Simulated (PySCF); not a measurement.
H5Si2, SMILES [SiH2][SiH3], multiplicity 2.

The structure is a stationary point at B3LYP-D3(BJ)/def2-TZVP. The isomer is the one that the SMILES or the coordinates give; other isomers of the formula were not compared.

These are TDA-LC-ωPBE/def2-SVPD (PySCF) values and carry that method's errors.

Vertical excitations. The molecule is in vacuum.

| state | energy (eV) | λ (nm) | f | main pairs |
|---|---|---|---|---|
| root 1 | 4.35 | 285 | 0.008 | β HOMO→LUMO 95 % |
| root 2 | 5.12 | 242 | 0.008 | α HOMO→LUMO+2 84 % |
| root 3 | 5.56 | 223 | 0.000 | α HOMO→LUMO+2 5 %, β HOMO−1→LUMO 65 %, β HOMO−3→LUMO 26 % |
| root 4 | 5.64 | 220 | 0.076 | α HOMO→LUMO 55 %, α HOMO→LUMO+7 14 %, α HOMO→LUMO+3 10 % |
| root 5 | 5.73 | 216 | 0.008 | α HOMO→LUMO+1 64 %, α HOMO→LUMO+3 19 %, α HOMO→LUMO+5 10 % |
| root 6 | 6.29 | 197 | 0.139 | α HOMO→LUMO+3 46 %, α HOMO→LUMO+1 22 %, α HOMO→LUMO 15 % |
| root 7 | 6.53 | 190 | 0.030 | α HOMO→LUMO+4 61 %, β HOMO→LUMO+3 18 % |
| root 8 | 6.63 | 187 | 0.037 | α HOMO→LUMO+5 70 %, α HOMO→LUMO+3 15 % |
| root 9 | 6.97 | 178 | 0.011 | α HOMO−1→LUMO+2 35 %, α HOMO→LUMO+4 21 %, β HOMO→LUMO+3 32 % |
| root 10 | 7.22 | 172 | 0.028 | β HOMO−2→LUMO 82 % |
Unrestricted roots are not spin-pure.
